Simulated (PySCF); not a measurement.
# Fractional electron number in Se⁺ (selenium, charge +1)

The 4p alpha orbital of [Ar] 3d10 4s2 4p3 is emptied in steps (occupation f), with all orbitals relaxed, ending at [Ar] 3d10 4s2 4p2. All numbers are calculated (PySCF 2.14, no relativity, point nucleus, in aug-pcseg-2 (7s6p4d2f, 59 functions)). The exact energy is a straight line in f; departures are measured from the line between the end points of the same method.

| f | UHF (eV) | LDA (eV) | PBE (eV) | PBE0 (eV) | r2SCAN (eV) | LC-wPBE (eV) | BHandHLYP (eV) | wB97X (eV) | HSE06 (eV) | B3LYP (eV) |
| --- | --- | --- | --- | --- | --- | --- | --- | --- | --- | --- |
| 1 | 0.000 | 0.000 | 0.000 | 0.000 | 0.000 | 0.000 | 0.000 | 0.000 | 0.000 | 0.000 |
| 0.9 | 0.052 | -0.452 | -0.440 | -0.318 | -0.417 | -0.064 | -0.203 | -0.090 | -0.355 | -0.350 |
| 0.7 | 0.120 | -1.059 | -1.027 | -0.741 | -0.967 | -0.147 | -0.475 | -0.211 | -0.829 | -0.818 |
| 0.5 | 0.140 | -1.264 | -1.222 | -0.879 | -1.141 | -0.171 | -0.565 | -0.252 | -0.986 | -0.974 |
| 0.3 | 0.116 | -1.064 | -1.025 | -0.736 | -0.948 | -0.140 | -0.474 | -0.213 | -0.827 | -0.818 |
| 0.1 | 0.049 | -0.456 | -0.438 | -0.314 | -0.402 | -0.058 | -0.203 | -0.092 | -0.354 | -0.350 |
| 0 | 0.000 | 0.000 | 0.000 | 0.000 | 0.000 | 0.000 | 0.000 | 0.000 | 0.000 | 0.000 |

**Question.** For LC-wPBE, how does the orbital energy at f = 1 compare with the removal energy?

**Answer.** −ε = 20.755 eV against a total-energy difference of 21.469 eV. By Janak's theorem ε = ∂E/∂f, so the gap between them reflects the curvature. Along the path −ε is 20.905 (f = 0.9), 21.201 (f = 0.7), 21.488 (f = 0.5), 21.756 (f = 0.3), 21.996 (f = 0.1) eV.

```tsv
method	E(f=0) − E(f=1) (eV)	−ε at f=1 (eV)	−ε at f=0.5 (eV)
UHF	20.838	21.421	20.828
LDA	21.475	16.461	21.460
PBE	21.312	16.432	21.316
PBE0	21.406	17.873	21.420
r2SCAN	21.590	16.942	21.652
LC-wPBE	21.469	20.755	21.488
BHandHLYP	21.215	18.958	21.216
wB97X	21.165	20.160	21.161
HSE06	21.376	17.429	21.380
B3LYP	21.296	17.411	21.296
```

Reference removal energy between the ground levels: 21.196 ± 0.01 eV (measured; NIST Atomic Spectra Database, ionization energies). The calculation has no spin-orbit coupling. UHF lacks correlation.
